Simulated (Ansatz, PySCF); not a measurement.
This PySCF input computes a B3LYP/def2-TZVPD energy:

```python
from pyscf import gto, scf, dft

mol = gto.M(
    atom='''
    C     1.91888981   -2.25485587    1.56721294
    C     1.14785210   -1.34896913    0.93741953
    C     0.43884800   -0.51600085    0.35837468
    C    -0.32967613    0.38687152   -0.26941064
    C    -1.02661763    1.20520647   -0.83921521
    C    -1.85567057    2.18142605   -1.51544813
    H     2.61082921   -2.87963713    1.01633734
    H     1.86744570   -2.38270886    2.64126252
    H    -1.81019266    2.05272465   -2.59955952
    H    -2.90047276    2.08863141   -1.20784807
    H    -1.52936317    3.19892094   -1.28379142
    ''',
    basis='def2-tzvpd',
    charge=0,
    spin=1,
    verbose=4,
)

mf = dft.UKS(mol, xc='b3lyp').density_fit(auxbasis='def2-universal-jkfit')
mf.grids.level = 3
mf.conv_tol = 1e-9
mf.max_cycle = 100
mf.max_memory = 1500
mf.kernel()
if not mf.converged:
    mf = mf.newton()
    mf.kernel(mf.make_rdm1())
for _ in range(2):
    mo, _, stable, _ = mf.stability(return_status=True)
    if stable:
        break
    mf.kernel(mf.make_rdm1(mo, mf.mo_occ))
mf.analyze()
```

Write an input for the same energy in Ansatz (a program for electronic structure) and say what it gives.


Ansatz 0.2 input:
```yaml
crystal:
  periodic: [false, false, false]
  atoms:
    - {symbol: C, position_ang: [1.91888981, -2.25485587, 1.56721294]}
    - {symbol: C, position_ang: [1.14785210, -1.34896913, 0.93741953]}
    - {symbol: C, position_ang: [0.43884800, -0.51600085, 0.35837468]}
    - {symbol: C, position_ang: [-0.32967613, 0.38687152, -0.26941064]}
    - {symbol: C, position_ang: [-1.02661763, 1.20520647, -0.83921521]}
    - {symbol: C, position_ang: [-1.85567057, 2.18142605, -1.51544813]}
    - {symbol: H, position_ang: [2.61082921, -2.87963713, 1.01633734]}
    - {symbol: H, position_ang: [1.86744570, -2.38270886, 2.64126252]}
    - {symbol: H, position_ang: [-1.81019266, 2.05272465, -2.59955952]}
    - {symbol: H, position_ang: [-2.90047276, 2.08863141, -1.20784807]}
    - {symbol: H, position_ang: [-1.52936317, 3.19892094, -1.28379142]}
basis:
  gaussian:
    orbitals: def2-TZVPD
hamiltonian:
  xc: {name: B3LYP}
magnetization: {spin_polarized: true, initial_magnetization: 1}
output: {forces: true}
```
It gives -231.58591 Eh, and PySCF -231.58586 Eh, a difference of 0.05 mEh, from the treatment of integrals and grids.

It need not be the lowest isomer of its formula.
